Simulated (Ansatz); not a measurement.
Input file:

```yaml
crystal:
  lattice:
    - [6.32, 0.0, 0.0]
    - [0.0, 6.32, 0.0]
    - [0.0, 0.0, 6.32]
  atoms:
    - { symbol: W, position: [0.0, 0.0, 0.0] }
    - { symbol: W, position: [0.5, 0.0, 0.0] }
    - { symbol: W, position: [0.0, 0.5, 0.0] }
    - { symbol: W, position: [0.0, 0.0, 0.5] }
    - { symbol: W, position: [0.25, 0.25, 0.25] }
    - { symbol: W, position: [0.5, 0.5, 0.0] }
    - { symbol: W, position: [0.5, 0.0, 0.5] }
    - { symbol: W, position: [0.75, 0.25, 0.25] }
    - { symbol: W, position: [0.0, 0.5, 0.5] }
    - { symbol: W, position: [0.25, 0.75, 0.25] }
    - { symbol: W, position: [0.25, 0.25, 0.75] }
    - { symbol: W, position: [0.5, 0.5, 0.5] }
    - { symbol: W, position: [0.75, 0.75, 0.25] }
    - { symbol: W, position: [0.75, 0.25, 0.75] }
    - { symbol: W, position: [0.25, 0.75, 0.75] }
    - { symbol: W, position: [0.75, 0.75, 0.75] }
    - { symbol: F, position: [0.7420958, 0.0033972, 0.6236532] }
basis:
  ecutwfc: 420.0
kpoints:
  mp_grid: { grid: [3, 3, 3] }
hamiltonian:
  xc: pbe
  dispersion: d3bj
scf:
  occupations: { method: fermi_dirac, width: 0.05 }
  lower_state_search: "off"
relax:
  f_tol: 0.03
  max_steps: 60
  adjacent_minimum: "off"
```

Run as:

```bash
$ ansatz run input.yaml --threads 4 --pin off --max-ram 10240MiB --backend cpu --events-out ev --progress --plain --runs-dir out
```

Hardware: 4 threads of Arm Neoverse V1, with other jobs on the host.

Q: Roughly how long does this run take, and how much memory?

A: 82 s, with a peak of 1.1 GiB, for 6 ionic steps.
